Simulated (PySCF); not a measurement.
Predicted microwave data (PySCF 2.14.0, PBE0-D3(BJ)/def2-SVP geometry optimisation, gas phase) for one isomer of C5H4F2O:

| Item | Value |
| --- | --- |
| Rotational constants | A = 3581, B = 1368, C = 989.8 MHz |
| Dipole components | \|μa\| = 3.70 D, \|μb\| = 0.08 D, \|μc\| = 0.00 D |
| Inertial defect | -0.01 u·Å² |
| κ | -0.71 |

Task: Which candidate fits, each taken in the one conformer that was computed?
A. `[O:1]=[C:2]1[CH:3]=[C:4]([F:5])[CH2:6][C@H:7]1[F:8]` with O1–C2–C3–C4 171°, C3–C4–C6–C7 10°, C4–C6–C7–F8 -137°, O1–C2–C7–C6 -166°
B. `FC1=COC(F)=CC1`
C. `[F:1][CH:2]([F:3])[c:4]1[cH:5][cH:6][cH:7][o:8]1` with F1–C2–C4–C5 70°
D. `[CH2:1]=[C:2]([F:3])/[C:4]([F:5])=[CH:6]\[CH:7]=[O:8]` with C1–C2–C4–F5 0°, C4–C6–C7–O8 -179°

Result: D. It is C=C(F)/C(F)=C\C=O, an asymmetric top, point group Cs. The candidates at the same level (rigid rotor, commonest isotopes):

```json
{"SMILES": "FC(F)c1ccco1", "A (MHz)": "4874", "B (MHz)": "1381", "C (MHz)": "1301", "μa (D)": "2.17", "μb (D)": "0.28", "μc (D)": "0.34", "Δ (u·Å²)": "-81.16", "point group": "near Cs", "rotor": "near-prolate asymmetric top"}
{"SMILES": "FC1=COC(F)=CC1", "A (MHz)": "5285", "B (MHz)": "1462", "C (MHz)": "1153", "μa (D)": "0.59", "μb (D)": "0.85", "μc (D)": "0.00", "Δ (u·Å²)": "-3.14", "point group": "Cs", "rotor": "asymmetric top"}
{"SMILES": "C=C(F)/C(F)=C\\C=O", "A (MHz)": "3581", "B (MHz)": "1368", "C (MHz)": "989.8", "μa (D)": "3.70", "μb (D)": "0.08", "μc (D)": "0.00", "Δ (u·Å²)": "-0.01", "point group": "Cs", "rotor": "asymmetric top"}
{"SMILES": "O=C1C=C(F)C[C@H]1F", "A (MHz)": "3651", "B (MHz)": "1663", "C (MHz)": "1185", "μa (D)": "2.92", "μb (D)": "1.60", "μc (D)": "1.01", "Δ (u·Å²)": "-15.63", "point group": "C1", "rotor": "asymmetric top"}
```

`O=C1C=C(F)C[C@H]1F` has B 22 % too high; `FC1=COC(F)=CC1` has A 48 % too high; `FC(F)c1ccco1` has A 36 % too high. In the right answer the mirror of this Cs structure is the ab plane, so μc vanishes by symmetry (the 0.03 D computed is a residue). No structure here is proved a minimum.
